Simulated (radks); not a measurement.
Values are calculated unless marked as measured or tabulated.
Mo IV, configuration [Kr] 4d2 5s1 (not the ground configuration).

Code: a radial shooting solver on a logarithmic mesh with Libxc functionals. Model: scalar-relativistic Kohn-Sham, PBEsol, spin-polarised, spherical densities, finite nucleus; open shells are filled with parallel spins first (spin-orbit coupling, left out, can overturn this in heavy ions); Fermi nuclear charge, rms radius 4.4091 fm.

Energy parts (eV):
| part | energy |
|---|---|
| total | -110053.124 |
| kinetic | 113467.030 |
| electron-nucleus | -263856.591 |
| Hartree | 43604.872 |
| exchange-correlation | -3268.435 |

Orbitals (lengths in bohr, moments of r in powers of bohr; r(90%) holds 90 % of the orbital's charge):
orbital,occ.,eigenvalue (eV),<r^2>,<r>,<1/r>,r(90%)
1s up,1,-19847.27,0.001670,0.03518,43.53,0.0630
1s down,1,-19847.23,0.001670,0.03518,43.53,0.0630
2s up,1,-2836.364,0.02788,0.1538,9.799,0.238
2s down,1,-2836.055,0.02788,0.1538,9.800,0.238
2p up,3,-2540.229,0.02194,0.1340,9.529,0.218
2p down,3,-2539.989,0.02194,0.1340,9.530,0.218
3s up,1,-513.8982,0.2110,0.4291,3.364,0.634
3s down,1,-513.6903,0.2109,0.4291,3.364,0.634
3p up,3,-416.8963,0.2160,0.4307,3.201,0.651
3p down,3,-416.6662,0.2158,0.4307,3.201,0.651
3d up,5,-259.0222,0.2073,0.4152,2.969,0.664
3d down,5,-258.7004,0.2071,0.4150,2.970,0.663
4s up,1,-101.3597,1.348,1.092,1.248,1.58
4s down,1,-99.6942,1.335,1.087,1.255,1.58
4p up,3,-74.9202,1.648,1.202,1.117,1.77
4p down,3,-73.0747,1.628,1.195,1.125,1.76
4d up,2,-37.2053,2.846,1.561,0.8408,2.39
4d down,0,-34.9833,2.801,1.548,0.8501,2.38
5s up,1,-29.3182,7.570,2.603,0.5027,3.71
5s down,0,-26.9182,7.664,2.619,0.4985,3.73

The highest occupied level is 5s up at -29.318 eV. The configuration is held as typed, so some empty levels lie below it. The density falls to 0.001 e/bohr^3 at r = 3.76 bohr.
